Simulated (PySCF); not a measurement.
Structure with atom numbers: `[N:1]#[C:2][c:3]1[cH:4][cH:5][c:6]([O-:7])[o:8]1` (H(Xn): hydrogen on atom n).

Geometry: GFN2-xTB; GIAO shifts from PySCF, gas phase, non-relativistic, averaged over equivalent atoms.

At PBE0/3-21G (76 basis functions, 9.3 s wall time on 1 thread of an Intel Xeon Platinum 8488C, shared host):
```csv
atoms,δ (ppm)
N1,261.5
C6,150.0
C4,117.8
C2,110.8
C3,93.0
C5,73.5
O7,259.6
O8,203.4
H(C4),6.35
H(C5),3.78
```

Chemical shifts δ = σref − σ; 15N (σref 269.13) against NH3; 13C (σref 209.51), 1H (σref 33.27) vs TMS; 17O (σref 332.09) against H2O, all at this level.

Task: What do these become at PBE0/pcSseg-1?

Result: 
```csv
atoms,δ at PBE0/pcSseg-1,change
N1,314.8,+53.3
C6,174.5,+24.5
C4,138.9,+21.1
C2,127.5,+16.7
C3,104.9,+11.9
C5,82.8,+9.3
O7,295.9,+36.3
O8,265.2,+61.8
H(C4),6.94,+0.59
H(C5),4.14,+0.36
```

Shifts are taken against calculated references (same method and geometry level): NH3 for 15N (267.73 ppm); 13C (186.93 ppm) and 1H (31.72 ppm) vs TMS; 17O (336.08 ppm) against H2O.

The largest change is at O8 (aromatic ring oxygen). Cost: 146 basis functions, 22 s wall time on 1 thread of an Intel Xeon Platinum 8488C, shared host. The order of the carbon signals is the same at both levels.

Unscaled 17O shifts of doubly bonded oxygen tend to come out too high, by tens of ppm or more. Experimental scales use liquid or dissolved standards, which lie at an offset from isolated NH3 (liquid NH3: subtract about 20 ppm) and H2O (liquid H2O: subtract about 36 ppm). Unscaled 15N shifts of sp2 nitrogen come out 20 to 40 ppm too high even then.
